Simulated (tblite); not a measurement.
Compound: C3H9F3OSi2.
Bonds: F1–C2, C2–F3, C2–F4, C2–C5, C5–O6, O6–C7, C7–Si8, C7–Si9. Hydrogens: H10, H11 on C5; H12 on C7; H13, H14, H15 on Si8; H16, H17, H18 on Si9.

The geometry is computed with GFN2-xTB (gas phase).

**Question.** Give the optimised bond lengths and angles.

**Answer.** 
| bond | length (pm) | order |
| --- | --- | --- |
| F1–C2, C2–F4 | 133.8 | single |
| C2–F3 | 134.5 | single |
| C2–C5 | 153.5 | single |
| C5–O6 | 138.1 | single |
| O6–C7 | 146.1 | single |
| C7–Si8, C7–Si9 | 190.9 | single |
| C5–H10, C5–H11 | 109.8 | single |
| C7–H12 | 109.2 | single |
| Si8–H13 | 146.8 | single |
| Si8–H14 and 4 like bonds | 146.1 | single |

Bonds in one row agree within 1 pm and their mean is given. Orders are formal, as drawn. A selection of angles:
| angle | degrees |
| --- | --- |
| F1–C2–F3 | 107.0 |
| F1–C2–C5 | 112.6 |
| F3–C2–F4 | 106.2 |
| F3–C2–C5 | 110.3 |
| C2–C5–O6 | 113.0 |
| C5–O6–C7 | 116.4 |
| O6–C7–Si8 | 104.9 |
| O6–C7–Si9 | 103.2 |
| Si8–C7–Si9 | 119.7 |

Dihedral angles: F1–C2–C5–O6 -54° (synclinal); C2–C5–O6–C7 -82° (synclinal); C5–O6–C7–Si8 -104° (anticlinal). The mirror-image conformer, all signs reversed, is as good.

Of the pairs four or more bonds apart, F4···H12 is among the closest relative to their van der Waals radii: 2.44 Å, 91 % of the sum of Bondi's values. The C–O distances run from 1.381 Å (C5–O6, drawn single) to 1.461 Å (O6–C7, drawn single), a spread of 0.080 Å. Si8 (SiH3 silicon) is tetrahedral (angles from 107.6° to 112.3°).

Point group: C1 (no symmetry element, even within 0.4 Å). Its GFN2-xTB frequencies are all real (lowest 20 cm⁻¹). One conformer, not necessarily the lowest. 3 starts were optimised and ended at 0.00, 1.19 and 1.47 kcal/mol (GFN2-xTB); the lowest of these is shown.
